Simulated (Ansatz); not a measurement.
Molecule: ReF2, net charge 0, quartet state. The spin state was set by rule; other spins were not relaxed. SMILES: [F][Re][F]
Structure (B3LYP-D3(BJ)/def2-TZVP (Ansatz, an electronic-structure program) minimum search):
```xyz
3

Re     0.0000     0.0000     0.0000
F      0.0000     0.0000    -1.8569
F      0.0000     0.0000     1.8569
```
Charge 0, spin multiplicity 4.

Wanted: atomisation energy (electronic, to ground-state atoms), in eV. Correlated levels leave the core frozen unless marked. UHF or UKS for open shells. Spin-orbit coupling is left out. Frozen are the shells of the preceding noble gas and the d and f shells that filled before the atom's block. In def2 rows, elements after Kr have scalar-relativistic effective core potentials. The coupled-cluster limit lacks core correlation, which all-electron functionals hold. Basis-set limits of correlation are two-point, X^-3; Hartree-Fock from the larger set. The bracket is a focal-point correction in the basis named.

| level | program | atomisation energy (eV) |
|---|---|---|
| HF/def2-SVP | Ansatz | 4.74 |
| HF/def2-SVPD | Ansatz | 4.94 |
| HF/def2-QZVPP | Ansatz | 5.13 |
| SVWN5/def2-TZVPD | Ansatz | 11.85 |

The program attaches cautions to a run behind HF/def2-SVP: other amplitudes. The program attaches cautions to a run behind HF/def2-SVPD: other amplitudes.

Problem. What does RI-MP2/CBS(def2-TZVPPD,def2-QZVPPD)+[CCSD(T)-MP2]/def2-TZVPPD (Ansatz) give?

Solution. 9.13 eV
